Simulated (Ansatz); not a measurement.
Geometry optimisation of the cluster Ga2H4⁻.

```yaml
crystal:
  periodic: [false, false, false]
  atoms:
    - {symbol: Ga, position_ang: [0.652780, 0.766420, -1.084730]}
    - {symbol: Ga, position_ang: [-0.522500, -0.763120, 1.072400]}
    - {symbol: H, position_ang: [0.908870, -1.332700, 2.366040]}
    - {symbol: H, position_ang: [1.541460, -0.223170, -2.596660]}
    - {symbol: H, position_ang: [-0.704290, 1.749640, -2.193300]}
    - {symbol: H, position_ang: [-1.876320, -0.197070, 2.436240]}
basis:
  gaussian: {orbitals: def2-TZVPD}
total_charge: -1
magnetization: {spin_polarized: true, initial_magnetization: 1}
hamiltonian: {xc: pbe0, dispersion: d4}
scf: {lower_state_search: "off"}
output: {orbitals: {seedname: orbitals}}
relax: {f_tol: 0.02, max_steps: 100}
```

```sh
$ ansatz run in.yaml --threads 4 --pin off --events-out ev --progress --plain --max-ram 3916MiB
```

It prints (some lines left out):

```
Functional definition: PBE0
mean field -104804.84846242 eV, -3851.5071417162 hartree, gradient 8.0e-6 eV, S^2 0.778945; 0 other end points of the search recorded, 0 dependent functions left out
relax step   1: F+E_penalty+E_count = -104805.03914926 eV  Δ(F+E_penalty+E_count) = +0.000e0 eV  max|allowed force component| = 1.913e0 eV/Å  Δτ_max = 0.0000 Å  (18 SCF iters, accepted)
mean field -104806.34334910 eV, -3851.5620777884 hartree, gradient 1.5e-6 eV, S^2 0.771177; 0 other end points of the search recorded, 0 dependent functions left out
relax step   2: F+E_penalty+E_count = -104806.44756764 eV  Δ(F+E_penalty+E_count) = -1.408e0 eV  max|allowed force component| = 9.801e-1 eV/Å  Δτ_max = 0.1949 Å  (26 SCF iters, accepted)
mean field -104807.04181158 eV, -3851.5877458112 hartree, gradient 1.4e-6 eV, S^2 0.761847; 0 other end points of the search recorded, 0 dependent functions left out
relax step   3: F+E_penalty+E_count = -104807.14796416 eV  Δ(F+E_penalty+E_count) = -7.004e-1 eV  max|allowed force component| = 8.832e-1 eV/Å  Δτ_max = 0.1948 Å  (26 SCF iters, accepted)
mean field -104807.19627126 eV, -3851.5934220997 hartree, gradient 2.5e-6 eV, S^2 0.757053; 0 other end points of the search recorded, 0 dependent functions left out
relax step   4: F+E_penalty+E_count = -104807.30373331 eV  Δ(F+E_penalty+E_count) = -1.558e-1 eV  max|allowed force component| = 9.051e-1 eV/Å  Δτ_max = 0.0849 Å  (22 SCF iters, accepted)
mean field -104807.52362440 eV, -3851.6054521058 hartree, gradient 3.0e-6 eV, S^2 0.754213; 0 other end points of the search recorded, 0 dependent functions left out
relax step   5: F+E_penalty+E_count = -104807.63909490 eV  Δ(F+E_penalty+E_count) = -3.354e-1 eV  max|allowed force component| = 8.824e-1 eV/Å  Δτ_max = 0.1947 Å  (23 SCF iters, accepted)
mean field -104807.58060809 eV, -3851.6075462175 hartree, gradient 1.5e-6 eV, S^2 0.754265; 0 other end points of the search recorded, 0 dependent functions left out
relax step   6: F+E_penalty+E_count = -104807.69559163 eV  Δ(F+E_penalty+E_count) = -5.650e-2 eV  max|allowed force component| = 3.077e-1 eV/Å  Δτ_max = 0.1709 Å  (20 SCF iters, accepted)
mean field -104807.62827313 eV, -3851.6092978757 hartree, gradient 1.9e-6 eV, S^2 0.753911; 0 other end points of the search recorded, 0 dependent functions left out
relax step   7: F+E_penalty+E_count = -104807.74463300 eV  Δ(F+E_penalty+E_count) = -4.904e-2 eV  max|allowed force component| = 2.202e-1 eV/Å  Δτ_max = 0.1264 Å  (20 SCF iters, accepted)
mean field -104807.63270716 eV, -3851.6094608231 hartree, gradient 2.1e-6 eV, S^2 0.753927; 0 other end points of the search recorded, 0 dependent functions left out
relax step   8: F+E_penalty+E_count = -104807.74916941 eV  Δ(F+E_penalty+E_count) = -4.536e-3 eV  max|allowed force component| = 5.702e-3 eV/Å  Δτ_max = 0.0194 Å  (20 SCF iters, accepted)
Total energy: -104807.74920918 eV, -3851.6137421936 hartree
Atom 0 at     0.235429     0.404843    -1.093434 Å, force    -0.002021     0.001902     0.004415 eV/Å
Atom 1 at    -0.229114    -0.407324     1.093825 Å, force    -0.005126    -0.000771    -0.005702 eV/Å
Atom 2 at     0.691648    -1.445728     1.902784 Å, force     0.002628     0.001489    -0.000611 eV/Å
Atom 3 at     1.520119     0.000410    -1.968916 Å, force     0.000714    -0.001425     0.000341 eV/Å
Atom 4 at    -0.698593     1.440743    -1.890985 Å, force     0.002438    -0.000379    -0.002210 eV/Å
Atom 5 at    -1.519490     0.007055     1.956715 Å, force     0.001367    -0.000816     0.003767 eV/Å
Dipole moment:     0.003378    -0.001680     0.000077 e Å
Checks for a lower state left out: stability, starts, cluster_reference, orbital_swaps, neighbouring_geometries, increment
```

It took 18 s on 4 threads of Arm Neoverse V1 on a shared host.

The highest occupied level of the charge -1 doublet lies above zero (up to 0.15 eV). It is a level of α spin, whose loss leaves a singlet; that state wasn't run at this geometry and level. The electron is either unbound and held by the finite basis, or the level is raised by self-interaction error. The relaxation made no stability test and no search for a lower SCF solution. The structure comes from a short search, and lower isomers may exist.
